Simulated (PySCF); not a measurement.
# Gd⁺: excitation energy

Gd⁺ [Xe] 4f7 5d1 6s1 (10D) → Gd⁺ [Xe] 4f8 5d1 (high-spin determinant), as a difference of total energies. Computed with PySCF 2.14 in ANO-RCC-VTZP (8s7p5d3f2g1h, 104 functions), with the spin-free X2C one-electron Hamiltonian (Gaussian nucleus). Correlated levels: valence: [Kr] 4d10 frozen; valence and next inner shell: [Ar] 3d10 frozen. The calculations carry no spin-orbit coupling.

```tsv
method	excitation energy (eV)
UHF	5.717
LDA	0.907
PBE	0.880
PBE0	1.867
r2SCAN	1.697
MP2 (valence)	2.622
SCS-MP2 (valence)	2.553
MP2 (valence and next inner shell)	2.259
SCS-MP2 (valence and next inner shell)	2.439
```

Q: How much does correlation contribute at MP2 (valence and next inner shell)?

A: 2.259 − (5.717) = -3.458 eV, measured against UHF.

A first-order spin-orbit estimate (lowest level to lowest level, LS coupling) adds -0.058 eV.

The determinant of the upper state mixes LS terms, which raises its energy above the lowest term, most at the Hartree-Fock and MP2 levels.
